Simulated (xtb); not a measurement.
C$_{5}$H$_{11}$Si, doublet, at a GFN2-xTB geometry; GFN1-xTB with ALPB(toluene) in xtb.

Here is a job for xtb.
```
$ xtb mol.xyz --gfn 1 --uhf 1 --alpb toluene --json

# file mol.xyz
17

C      0.14448645     2.33517149    -1.12412862
C      0.65102697     1.50523725    -0.28117228
Si    -0.00433906    -0.27160853     0.14065850
C     -0.40943509    -0.31259644     2.00530085
C     -1.55808201    -0.65114497    -0.89294607
C      1.38929570    -1.51328348    -0.25771238
H     -0.69504943     2.32329597    -1.78512354
H      1.53767091     1.76376229     0.28640111
H     -0.77728748    -1.28958076     2.30547255
H     -1.17047554     0.41857297     2.26060601
H      0.46872598    -0.09488517     2.60575706
H     -2.34937526     0.06347837    -0.68864491
H     -1.34202296    -0.60894847    -1.95601165
H     -1.94597047    -1.64215993    -0.67545202
H      2.28238812    -1.30553916     0.32395847
H      1.08309078    -2.53141865    -0.03510036
H      1.66530009    -1.47436124    -1.30713062
```

Problem. Predict the main parts of the log of this xtb run.

Solution. 
```
   ID    Z sym.   atoms
    1    6 C      1, 2, 4-6
    2   14 Si     3
    3    1 H      7-17

           -------------------------------------------------
          |                Calculation Setup                |
           -------------------------------------------------

           -------------------------------------------------
          |                 G F N 1 - x T B                 |
           -------------------------------------------------

      * Solvation model:               ALPB
        Solvent                        toluene
        Parameter file                 internal GFN1-xTB/ALPB
        Dielectric constant                2.3741E+00
        Reference state                gsolv [1 M gas/solution]
        Free energy shift                  3.5550E-03 Eh       2.2308E+00 kcal/mol
        Temperature                        2.9815E+02 K
        Density                            8.6700E-01 kg/L
        Solvent mass                       9.2140E+01 g/mol
        Interaction kernel             P16
        Born radius scaling (c1)           1.4996E+00
        Born radii integrator          GBOBC
        Born offset                        0.0000E+00 a0       0.0000E+00 AA
        H-bond correction              false
        Ion screening                  false
        Surface tension                    1.0000E-05 Eh       1.5569E+01 dyn/cm
        Grid points                               230 per atom

          ...................................................
          :                      SETUP                      :
          :.................................................:
          :  # basis functions                  52          :
          :  # atomic orbitals                  51          :
          :  # shells                           35          :
          :  # electrons                        35          :
          :  # halogen bonds                     0          :
          :  max. iterations                   250          :
          :  Hamiltonian                  GFN1-xTB          :
          :  restarted?                      false          :
          :  GBSA solvation                   true          :
          :  PC potential                    false          :
          :  electronic temp.          300.0000000     K    :
          :  accuracy                    1.0000000          :
          :  -> integral cutoff          0.2500000E+02      :
          :  -> integral neglect         0.1000000E-07      :
          :  -> SCF convergence          0.1000000E-05 Eh   :
          :  -> wf. convergence          0.2000000E-04 e    :
          :  Broyden damping             0.4000000          :
          :  net charge                          0          :
          :  unpaired electrons                  1          :
          ...................................................

 iter      E             dE          RMSdq      gap      omega  full diag
   1    -18.5178781 -0.185179E+02  0.818E+00    2.53       0.0  T
   2    -18.5246519 -0.677375E-02  0.496E+00    2.50       1.0  T
   3    -18.5250904 -0.438525E-03  0.305E-01    2.49       1.0  T
   4    -18.5254643 -0.373940E-03  0.725E-02    2.48       1.0  T
   5    -18.5255404 -0.760814E-04  0.200E-02    2.49       1.2  T
   6    -18.5255421 -0.172280E-05  0.776E-03    2.49       3.1  T
   7    -18.5255422 -0.820076E-07  0.149E-03    2.49      16.3  T
   8    -18.5255422 -0.327396E-07  0.312E-04    2.49      77.7  T
   9    -18.5255422 -0.488189E-09  0.365E-05    2.49     664.3  T
  10    -18.5255422 -0.520117E-11  0.422E-06    2.49    5742.1  T

   *** convergence criteria satisfied after 10 iterations ***

         :::::::::::::::::::::::::::::::::::::::::::::::::::::
         ::                     SUMMARY                     ::
         :::::::::::::::::::::::::::::::::::::::::::::::::::::
         :: total energy             -18.237305545072 Eh    ::
         :: total w/o Gsasa/hb       -18.229355881104 Eh    ::
[...]
        20                         -0.1520206              -4.1367
        21                         -0.1498408              -4.0774
        22                         -0.1374701              -3.7408
        23                         -0.1259770              -3.4280
        24                         -0.0956258              -2.6021
        25                         -0.0923322              -2.5125
        26                         -0.0876996              -2.3864
        27                         -0.0616922              -1.6787
        28                         -0.0568071              -1.5458
        29                         -0.0511779              -1.3926
       ...                                ...                  ...
        51                          0.8661545              23.5693
      -------------------------------------------------------------
                  HL-Gap            0.0916014 Eh            2.4926 eV
             Fermi-level           -0.3301705 Eh           -8.9844 eV

  Mulliken/CM5 charges         n(s)   n(p)   n(d)
     1C    -0.11130 -0.16356   1.181  2.930  0.000
     2C    -0.09593 -0.11851   1.079  3.017  0.000
     3Si    0.26088  0.06616   1.288  1.731  0.720
     4C    -0.19318 -0.30607   1.004  3.189  0.000
     5C    -0.19205 -0.30471   1.003  3.190  0.000
     6C    -0.19318 -0.30607   1.004  3.189  0.000
     7H     0.03026  0.08501   0.970  0.000  0.000
     8H     0.04268  0.10148   0.957  0.000  0.000
     9H     0.04988  0.10472   0.950  0.000  0.000
    10H     0.05007  0.10498   0.950  0.000  0.000
    11H     0.04986  0.10475   0.950  0.000  0.000
    12H     0.05145  0.10660   0.949  0.000  0.000
    13H     0.05145  0.10660   0.949  0.000  0.000
    14H     0.04930  0.10416   0.951  0.000  0.000
    15H     0.04986  0.10475   0.950  0.000  0.000
    16H     0.04988  0.10472   0.950  0.000  0.000
    17H     0.05007  0.10498   0.950  0.000  0.000

Wiberg/Mayer (AO) data.
largest (>0.10) Wiberg bond orders for each atom

 ---------------------------------------------------------------------------
     #   Z sym  total        # sym  WBO       # sym  WBO       # sym  WBO
 ---------------------------------------------------------------------------
     1   6 C    3.411 --     2 C    2.125     7 H    0.990     3 Si   0.190
     2   6 C    3.976 --     1 C    2.125     8 H    0.911     3 Si   0.871
     3  14 Si   4.572 --     5 C    1.027     6 C    1.019     4 C    1.019
                             2 C    0.871     1 C    0.190
     4   6 C    3.957 --     3 Si   1.019    10 H    0.946    11 H    0.945
                             9 H    0.943
     5   6 C    3.957 --     3 Si   1.027    13 H    0.944    12 H    0.944
                            14 H    0.944
     6   6 C    3.957 --     3 Si   1.019    17 H    0.946    15 H    0.945
                            16 H    0.943
     7   1 H    1.011 --     1 C    0.990
     8   1 H    1.018 --     2 C    0.911
     9   1 H    0.999 --     4 C    0.943
    10   1 H    1.000 --     4 C    0.946
    11   1 H    0.999 --     4 C    0.945
    12   1 H    0.999 --     5 C    0.944
    13   1 H    0.999 --     5 C    0.944
    14   1 H    0.999 --     5 C    0.944
    15   1 H    0.999 --     6 C    0.945
    16   1 H    0.999 --     6 C    0.943
    17   1 H    1.000 --     6 C    0.946
 ---------------------------------------------------------------------------

Topologies differ in total number of bonds
Writing topology from bond orders to xtbtopo.mol

 dipole moment from electron density (au)
     X       Y       Z
  -0.1596  -0.7828   0.2885  total (Debye):    2.159

           -------------------------------------------------
          | TOTAL ENERGY              -18.237305545072 Eh   |
          | GRADIENT NORM               0.037543337835 Eh/α |
          | HOMO-LUMO GAP               2.492600027139 eV   |
           -------------------------------------------------

normal termination of xtb
```
